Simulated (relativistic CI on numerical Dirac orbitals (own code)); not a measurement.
## How well does a small relativistic CI reproduce F6+?

Method of calculation: Dirac-Coulomb-Breit CI, separate exchange-only KLI orbitals for each configuration, model QED, unscaled Slater integrals (own radial code, finite nucleus).

Configurations in the expansion (outside the closed core 1s2): 2s, 2p, 3s, 3p, 3d, 4s, 4p, 4f, 4d, 5s, 5p, 5g, 5f, 5d, 6s, 6p, 6d. Levels of other configurations are missing.

```tsv
Configuration	Term (tabulated)	J	Measured (cm⁻¹)	Computed	Error	Purity (%)
2s	2S	1/2	0.0	0	0	100
3s	2S	1/2	854625.0	853716	-909	100
3p	2P°	1/2	885136.0	884537	-599	100
3p	2P°	3/2	885418.0	884813	-605	100
3d	2D	3/2	895632.0	894472	-1160	100
3d	2D	5/2	895722.0	894558	-1164	100
4s	2S	1/2	1140416.0	1139307	-1109	100
4d	2D	3/2	1157223.0	1156034	-1189	100
4d	2D	5/2	1157255.0	1156070	-1185	100
5s	2S	1/2	1269826.0	1268666	-1160	100
6s	2S	1/2	1339216.0	1338030	-1186	100
```

Measured levels from Moore, Atomic Energy Levels, vol. I, NSRDS-NBS 35 (1971 reprint of NBS Circular 467, 1949); pairs were made by configuration, J and term (by order where the table uses no LS term), so strongly mixed levels may be paired wrongly. The analysis dates from before 1960.

Mean error by configuration (cm⁻¹): 3s -909; 3p -602; 3d -1162; 4s -1109; 4d -1187; 5s -1160; 6s -1186. Over the excited levels the mean absolute error is 1027 cm⁻¹ (10 of the 10 excited levels that our extract of the source holds in range could be paired), and the median relative error of those above 1,000 cm⁻¹ is 0.1 %.
